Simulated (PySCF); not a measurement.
A structure optimised at PBE-D3(BJ)/def2-SVP, used in a PySCF frequency run:

```
O
C 1 1.4063
H 2 1.1088 1 109.15
H 2 1.1113 3 109.09 1 120.95
H 2 1.1127 3 109.27 4 119.22
W 1 1.8709 2 142.62 3 -160.47
O 6 1.7034 1 102.94 2 150.40
F 6 1.8823 7 104.42 1 176.55
F 6 1.8834 7 106.51 1 -94.06
F 6 1.8936 7 107.29 1 89.33
```
Charge 0, spin multiplicity 1.

Problem. Write its SMILES and formula.

Solution. C[O][W](=[O])([F])([F])[F], CH3F3O2W

Problem. What are its rotational constants (standard atomic weights)?

Solution. 2.5087, 1.5404, 1.3422 GHz
